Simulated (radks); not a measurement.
The bromine anion Br-, [Kr], held by a Watson sphere: a shell of charge +1 at radius R that stands for the Madelung well of a crystal (potential energy -1/R inside, -1/r outside, in hartree with lengths in bohr). Method: scalar-relativistic Kohn-Sham, r2SCAN, spin-polarised, spherical densities, finite nucleus; meta-GGA in the generalised Kohn-Sham scheme; Fermi nuclear charge, rms radius of each element as measured or else 0.836 A^(1/3) + 0.57 fm; computed with a radial shooting solver on a logarithmic mesh with Libxc functionals.

[
 {"R (bohr)": "2.15", "e(3d) (eV)": "-66.877", "e(4s) (eV)": "-21.260", "e(4p) (eV)": "-8.799", "<r> 4p (bohr)": "2.103", "sum of <r^2> (bohr^2)": "45.26", "X-ray form factor at sin(theta)/lambda = 0.2 1/angstrom": "27.918"},
 {"R (bohr)": "2.56", "e(3d) (eV)": "-66.462", "e(4s) (eV)": "-20.529", "e(4p) (eV)": "-8.265", "<r> 4p (bohr)": "2.151", "sum of <r^2> (bohr^2)": "46.97", "X-ray form factor at sin(theta)/lambda = 0.2 1/angstrom": "27.833"},
 {"R (bohr)": "2.72", "e(3d) (eV)": "-66.308", "e(4s) (eV)": "-20.264", "e(4p) (eV)": "-8.045", "<r> 4p (bohr)": "2.168", "sum of <r^2> (bohr^2)": "47.56", "X-ray form factor at sin(theta)/lambda = 0.2 1/angstrom": "27.809"},
 {"R (bohr)": "3.18", "e(3d) (eV)": "-65.844", "e(4s) (eV)": "-19.559", "e(4p) (eV)": "-7.411", "<r> 4p (bohr)": "2.208", "sum of <r^2> (bohr^2)": "49.05", "X-ray form factor at sin(theta)/lambda = 0.2 1/angstrom": "27.765"},
 {"R (bohr)": "3.2", "e(3d) (eV)": "-65.824", "e(4s) (eV)": "-19.530", "e(4p) (eV)": "-7.384", "<r> 4p (bohr)": "2.209", "sum of <r^2> (bohr^2)": "49.11", "X-ray form factor at sin(theta)/lambda = 0.2 1/angstrom": "27.764"},
 {"R (bohr)": "3.6", "e(3d) (eV)": "-65.405", "e(4s) (eV)": "-18.984", "e(4p) (eV)": "-6.860", "<r> 4p (bohr)": "2.235", "sum of <r^2> (bohr^2)": "50.12", "X-ray form factor at sin(theta)/lambda = 0.2 1/angstrom": "27.746"},
 {"R (bohr)": "4.36", "e(3d) (eV)": "-64.637", "e(4s) (eV)": "-18.095", "e(4p) (eV)": "-5.975", "<r> 4p (bohr)": "2.266", "sum of <r^2> (bohr^2)": "51.49", "X-ray form factor at sin(theta)/lambda = 0.2 1/angstrom": "27.733"},
 {"R (bohr)": "4.44", "e(3d) (eV)": "-64.560", "e(4s) (eV)": "-18.011", "e(4p) (eV)": "-5.890", "<r> 4p (bohr)": "2.269", "sum of <r^2> (bohr^2)": "51.60", "X-ray form factor at sin(theta)/lambda = 0.2 1/angstrom": "27.733"},
 {"R (bohr)": "4.99", "e(3d) (eV)": "-64.066", "e(4s) (eV)": "-17.483", "e(4p) (eV)": "-5.358", "<r> 4p (bohr)": "2.282", "sum of <r^2> (bohr^2)": "52.21", "X-ray form factor at sin(theta)/lambda = 0.2 1/angstrom": "27.731"}
]
